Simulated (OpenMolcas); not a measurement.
Cu⁶⁺: effect of the basis set

```json
{
 "Program": "OpenMolcas 26.06",
 "Method": "MS-RASPT2, IPEA 0.25 Eh, imaginary shift 0.1 Eh (closed shells correlated: 3s)",
 "Active space": "11 electrons in 8 orbitals (RAS1 3p, at most 2 holes; RAS2 3d)",
 "State averaging": "2S+1 = 6 even, 1 root; 2S+1 = 4 even, 24 roots; 2S+1 = 2 even, 53 roots",
 "Spin-orbit coupling": "RASSI with atomic mean-field integrals over the reference wave functions, term energies averaged over their components"
}
```

A. ANO-RCC-VTZP [6s5p3d2f1g], DKH2, point nucleus; CASPT2 step roughly 50 core-seconds
B. ANO-R2 [6s4p4d2f1g], X2C, finite nucleus; CASPT2 step of the order of 60 core-seconds
C. ANO-RCC-VQZP [7s6p4d3f2g1h], DKH2, point nucleus; CASPT2 step about 80 core-seconds

Energies in cm-1 above 3d5 6S 5/2, the measured ground level; measured values from the list in Gamrath, thesis, University of Mons (2023).

```json
{"Level": "3d5 6S 5/2", "A": "0.0", "B": "0.0", "C": "0.0", "Measured": "0.0"}
{"Level": "3d5 4G 5/2", "A": "47610", "B": "48040", "C": "47520", "Measured": ""}
{"Level": "3d5 4G 7/2", "A": "47750", "B": "48170", "C": "47650", "Measured": ""}
{"Level": "3d5 4G 11/2", "A": "47780", "B": "48200", "C": "47680", "Measured": ""}
{"Level": "3d5 4G 9/2", "A": "47830", "B": "48240", "C": "47730", "Measured": ""}
{"Level": "3d5 4P 5/2", "A": "52340", "B": "52920", "C": "52410", "Measured": "50732"}
{"Level": "3d5 4P 3/2", "A": "52640", "B": "53210", "C": "52700", "Measured": "51067"}
{"Level": "3d5 4P 1/2", "A": "52990", "B": "53550", "C": "53030", "Measured": "51407"}
{"Level": "3d5 4D 7/2", "A": "57410", "B": "57900", "C": "57380", "Measured": "55742"}
{"Level": "3d5 4D 1/2", "A": "57770", "B": "58250", "C": "57730", "Measured": "56210"}
{"Level": "3d5 4D 3/2", "A": "58080", "B": "58550", "C": "58030", "Measured": "56428"}
{"Level": "3d5 4D 5/2", "A": "58150", "B": "58620", "C": "58100", "Measured": "56427"}
{"Level": "3d5 2I 11/2", "A": "69420", "B": "70050", "C": "69230", "Measured": "67757"}
{"Level": "3d5 2I 13/2", "A": "69740", "B": "70350", "C": "69530", "Measured": "67918"}
{"Level": "3d5 2D 5/2 [63 %]", "A": "73240", "B": "74050", "C": "73270", "Measured": ""}
{"Level": "3d5 2D 3/2", "A": "74640", "B": "75410", "C": "74660", "Measured": "72227"}
{"Level": "3d5 2F 7/2(1)", "A": "76800", "B": "77560", "C": "76760", "Measured": "74408"}
{"Level": "3d5 4F 9/2", "A": "77890", "B": "78530", "C": "77880", "Measured": "75930"}
{"Level": "3d5 4F 5/2", "A": "77980", "B": "78630", "C": "77960", "Measured": "76019"}
{"Level": "3d5 4F 7/2", "A": "78240", "B": "78880", "C": "78210", "Measured": "76349"}
{"Level": "3d5 4F 3/2", "A": "78860", "B": "79480", "C": "78810", "Measured": "76886"}
{"Level": "3d5 2H 9/2 [74 %]", "A": "82880", "B": "83650", "C": "82810", "Measured": "80717"}
{"Level": "3d5 2H 11/2", "A": "84120", "B": "84870", "C": "84010", "Measured": "81954"}
{"Level": "3d5 2G 7/2", "A": "85240", "B": "85950", "C": "85120", "Measured": "82746"}
```

Deviations, from unrounded energies. A percentage is the sum of absolute deviations over the sum of measured energies, with the sign that they share, or ± where signs differ.

```tsv
Against measurement	Levels	A	B	C
mean absolute deviation (cm-1)	18	1900	2500	1900
other terms of the ground configuration (%)	18	+2.8	+3.8	+2.8
```

A, C lie about equally close to measurement and B furthest from it. The largest miss of C in the table is 3d5 2D 3/2, by +2400 cm-1. The ranking rests on the paired levels alone, and a cruder setting can come out closer through cancelling errors.

The two smallest mean deviations differ by little beside CASPT2's spread within terms, so their order carries little weight.

Among A to C the level of the table that moves most is 3d5 2H 11/2, by 870 cm-1 (lowest in C, highest in B). Moves below CASPT2's spread within the term are not significant.

Term energies are means over components that CASPT2 splits; among the terms shown or strongly mixed into the levels shown the widest spread is 690 cm-1 (3d5 2I, B). Some levels mix across a computed gap that differs much from the measured one, so their mixing is not that of the real levels. Active for correlation alone: 3p; no level in the range computed is led by a configuration that opens it, so any true level of that kind is missing. Computed and measured levels are paired by configuration, term and J; levels that our copy of the source lacks, or whose pairing is in doubt (as where it misses far off the trend of its configuration), stay unpaired and out of the deviations. Levels of configurations outside the active space are missing. Levels that lie high or do not pair safely by name in every column are left out.

A share in square brackets marks a mixed level and gives the weight of the term that names it, the lowest over the columns. A number in round brackets counts repeated terms of one configuration in the order of the reference energies.
